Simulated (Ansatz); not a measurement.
Species: SnH2, net charge 0, singlet state. 
Geometry from a B3LYP-D3(BJ)/def2-TZVP (Ansatz, a program for electronic structure) optimisation:
```xyz
3

Sn     0.0062     0.0000     0.0478
H     -0.1481    -1.2656    -1.1952
H     -0.1642     1.2649    -1.1939
```
Charge 0, spin multiplicity 1.

Basis-set convergence of Hartree-Fock and CCSD correlation energies (hartree) with Ansatz. Correlated levels leave the core frozen unless marked. Spin-orbit coupling is left out. The frozen core is the preceding noble-gas configuration, with the filled d and f shells of earlier blocks. Past Kr the def2 sets carry scalar-relativistic core potentials.

The Hartree-Fock reference is unstable (checked in the largest basis), which strains HF and MP2. 

```tsv
basis	functions	E(HF)	E(corr, CCSD)
def2-SVPD	48	-214.46795	-0.10499
def2-TZVPPD	90	-214.47572	-0.11867
def2-QZVPPD	154	-214.47722	-0.12318
```

Extrapolating the two largest sets (X = 3 and 4) as X^-3: E(corr) = (64·(-0.12318) - 27·(-0.11867))/37 = -0.1265 Eh, an estimate of the basis-set limit. The largest set recovers 97.4 % of it, the smallest 83.0 %.
